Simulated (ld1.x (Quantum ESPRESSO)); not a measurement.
# thallium (Tl): excitation energies, all-electron against TM

Tl, norm-conserving Troullier–Martins (Kleinman–Bylander form), made with ld1.x (Quantum ESPRESSO) 7.5 (PW91, scalar-relativistic). Core [Xe] 4f14 5d10, reference 6s2 6p0.5 (charge +0.5). Waves: 6p (bound): rc 3.05 bohr; 6s (bound): rc 1.70 bohr. Local part: the s channel. Core correction: Bessel-smoothed model core inside 1.30 bohr.

Energies are relative to the spin-unpolarised reference configuration 6s2 6p0.5; without spin polarisation the order of configurations can differ from experiment. The frozen-core shift is the all-electron ΔE with the core orbitals held at their reference shape minus the fully relaxed ΔE.

Problem. Give the all-electron excitation energy and the error of the potential for: 6s2 6p1; 6s2 6p0; 6s1 6p0; 6s1 6p2; 6s1 6p1; 6s2 6p1.3; 6s0 6p3.

Solution.

| valence configuration | charge | ΔE all-electron (eV) | error AE − PS (meV) | frozen-core shift (meV) |
| --- | --- | --- | --- | --- |
| 6s2 6p1 | 0 | -1.874 | -3.8 | +4.1 |
| 6s2 6p0 | +1 | 3.350 | -12 | +12 |
| 6s1 6p0 | +2 | 24.226 | -321 | +347 |
| 6s1 6p2 | 0 | 5.564 | -33 | +29 |
| 6s1 6p1 | +1 | 11.656 | -92 | +97 |
| 6s2 6p1.3 | -0.3 | -2.376 | -7.4 | +8.1 |
| 6s0 6p3 | 0 | 13.401 | -159 | +145 |
